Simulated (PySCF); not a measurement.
**How methods differ on the ionisation energy of Sn⁴⁰⁺**

Sn⁴⁰⁺ [Ne] (1S) → Sn⁴¹⁺ [He] 2s2 2p5 (2P), as a difference of total energies. All numbers are calculated (PySCF 2.14, no relativity, point nucleus, in an uncontracted even-tempered set (17 s from 17 bohr⁻², ratio 2.2; 11 p from 22 bohr⁻², ratio 2.2; 6 d from 95 bohr⁻², ratio 2.4; 5 f from 140 bohr⁻², ratio 2.4; 4 g from 210 bohr⁻², ratio 2.4)). Correlated levels: nothing frozen; virtual orbitals above 40 to 60 times the deepest correlated orbital energy dropped. The calculations carry no spin-orbit coupling.

| method | ionisation energy (eV) |
| --- | --- |
| UHF | 6395.6 |
| LDA | 6392.7 |
| PBE | 6393.0 |
| PBE0 | 6394.1 |
| r2SCAN | 6396.7 |
| revPBE | 6392.7 |
| M06 | 6398.0 |
| MP2 (all electrons) | 6397.2 |
| SCS-MP2 (all electrons) | 6397.1 |

A first-order spin-orbit estimate (lowest level to lowest level, LS coupling) adds -66.135 eV.

The gap to the reference is mostly relativistic.

For comparison: 6421 ± 3 eV (semi-empirical (NIST evaluation); NIST Atomic Spectra Database, ionization energies).
